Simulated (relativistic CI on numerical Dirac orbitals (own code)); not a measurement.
## d1 to d9 in one octahedral field

Computed with a parametric ligand-field model without spin-orbit coupling, by exact diagonalisation: B = 470, C = 1790, 10Dq = 35200 cm⁻¹ (Oh; |10Dq|/B = 74.9) for every shell. Energies in cm⁻¹; the field energy is (0.6 n_e − 0.4 n_t2) × 10Dq of the ground term; g labels are left out. So small a B with so large a field is typical of 4d and 5d ions, where spin-orbit coupling, left out here, reaches 1,000 to 4,000 cm⁻¹.

| Shell | Ground term | Electrons in e | Field energy | First spin-allowed bands | Lowest term of other spin |
| --- | --- | --- | --- | --- | --- |
| d1 | 2T2 | 0.000 | -14080 | 2E 35200 |  |
| d2 | 3T1 | 0.005 | -27983 | 3T2 33991, 3T1 39831 | 1T2 6525 |
| d3 | 4A2 | 0.000 | -42240 | 4T2 35200, 4T1 40585 | 2E 9195 |
| d4 | 3T1 | 0.008 | -56049 | 3E 33336, 3T1 33763 | 1T2 5746 |
| d5 | 2T2 | 0.015 | -69860 | 2A2 32563, 2T1 32736 | 4T1 26232 |
| d6 | ? | ? | ? | ? | ? |
| d7 | 2E | 1.007 | -63108 | 2T1 33681, 2T2 34139 | 4T1 26259 |
| d8 | 3A2 | 2.000 | -42240 | 3T2 35200, 3T1 40585 | 1E 7303 |
| d9 | 2E | 3.000 | -21120 | 2T2 35200 |  |

**Question.** Fill in the row of d6.

**Answer.** Ground term: 1A1; Electrons in e: 0.011; Field energy: -84077; First spin-allowed bands: 1T1 33775, 1T2 40748; Lowest term of other spin: 3T1 30024. Low spin: d4, d5, d6, d7; the other shells keep the spin of the free ion. Only d4 to d7 can choose; the field needed to pair spins is smallest for d6 and largest for d5, which loses most exchange energy. In the strong-field picture 10Dq must exceed about 6B + 5C = 11770 (d4), 7.5B + 5C = 12475 (d5), 2.5B + 4C = 8335 (d6) and 4B + 4C = 9040 (d7); mixing of terms shifts these bounds somewhat.
